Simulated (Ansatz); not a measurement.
`Cl[SiH2][S][SbH2]` and `[SiH3]S[SiH2]Cl` differ in one atom or group.

Ansatz, PBE0-D4/def2-TZVP geometries, multiplicity 1. Each molecule was computed in one conformer, which needn't be the lowest.

Elements past krypton have def2 core potentials.  Spin–orbit coupling is left out; it splits and shifts lone-pair levels of the heavy atoms by tenths of an eV.

```
                                          property  `Cl[SiH2][S][SbH2]`
                LUMO energy (PBE0/def2-TZVPP) / eV                -1.60
              HOMO–LUMO gap (PBE0/def2-TZVPP) / eV                 5.94
                 LUMO energy (PBE/def2-TZVPP) / eV                -2.36
size of the dipole moment (ωB97M-V/def2-TZVPP) / D                 1.71
             LUMO energy (ωB97M-V/def2-TZVPP) / eV                 0.16
           HOMO–LUMO gap (ωB97M-V/def2-TZVPP) / eV                 9.77
```

(1) Give the same properties after the change, and the shifts. (Best estimate.)

Answers

(1) Ansatz gave: 
| property | `[SiH3]S[SiH2]Cl` | shift |
| --- | --- | --- |
| LUMO energy (PBE0/def2-TZVPP) / eV | -0.24 | 1.36 |
| HOMO–LUMO gap (PBE0/def2-TZVPP) / eV | 7.59 | 1.65 |
| LUMO energy (PBE/def2-TZVPP) / eV | -1.11 | 1.25 |
| size of the dipole moment (ωB97M-V/def2-TZVPP) / D | 0.93 | -0.78 |
| LUMO energy (ωB97M-V/def2-TZVPP) / eV | 1.53 | 1.37 |
| HOMO–LUMO gap (ωB97M-V/def2-TZVPP) / eV | 11.51 | 1.74 |

With PBE0 the HOMO falls by 0.30 eV and the LUMO rises by 1.36 eV, so the gap widens by about 1.66 eV. PBE moves the HOMO by -0.23 eV and ωB97M-V by -0.37 eV. Dipoles are sizes alone; their direction can turn.

Positive LUMOs are unbound, so they and the gaps depend on the basis.
